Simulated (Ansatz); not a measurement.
The first iterations of a band of C3H11PSi (16 atoms, charge 0, multiplicity 1).

All numbers below come from RKS PBE-D4/def2-SVP (Ansatz).

| Item | Value |
| --- | --- |
| movable images | 3 |
| climbing image | no |
| spring | 5.0 eV/Å² |
| optimiser | quadratic models (default) |
| start path | through a guess of the saddle point |
| force threshold | 0.05 eV/Å |
| iteration limit | 60 |
| end points | relaxed |

Image 0:

```xyz
16
Properties=species:S:1:pos:R:3
C -0.660 1.068 1.132
C 0.554 0.248 0.667
C 0.570 -1.160 1.280
Si 0.659 0.179 -1.240
P -1.181 -0.921 -2.042
H -0.660 2.095 0.712
H -0.678 1.159 2.239
H -1.614 0.584 0.832
H 1.481 0.783 0.979
H -0.312 -1.752 0.955
H 0.543 -1.111 2.390
H 1.476 -1.731 0.992
H 0.788 1.572 -1.805
H 1.865 -0.620 -1.665
H -2.025 0.246 -1.966
H -0.831 -0.661 -3.416
```

Image 4:

```xyz
16
Properties=species:S:1:pos:R:3
C -0.653 1.094 1.110
C 0.566 0.285 0.642
C 0.629 -1.100 1.303
Si 0.623 0.146 -1.263
P -1.217 -1.015 -1.972
H -0.646 1.226 2.213
H -1.604 0.578 0.854
H -0.689 2.105 0.653
H 1.489 0.850 0.911
H -0.249 -1.721 1.024
H 0.630 -1.013 2.411
H 1.539 -1.662 1.010
H 0.718 1.517 -1.886
H 1.829 -0.653 -1.688
H -2.077 0.141 -1.916
H -0.911 -0.799 -3.363
```

| iteration | highest image above the first end (eV) | largest band force component (eV/Å) |
| --- | --- | --- |
| 1 | 1.308 | 5.505 |
| 2 | 0.246 | 1.079 |

Task: Does the band converge within its limit, and where does its top end?

Result: It converged. It ended after 6 iterations with the highest image 0.141 eV above the first end. No image climbed, so the highest image needn't sit at the top of the path. So few images can step over the top or miss a turn of the path.

Time of the run: 80 s on 2 threads of Intel(R) Xeon(R) Platinum 8259CL CPU @ 2.50GHz (Skylake/Cascade Lake), with other jobs on the host, peak memory 0.21 GiB.
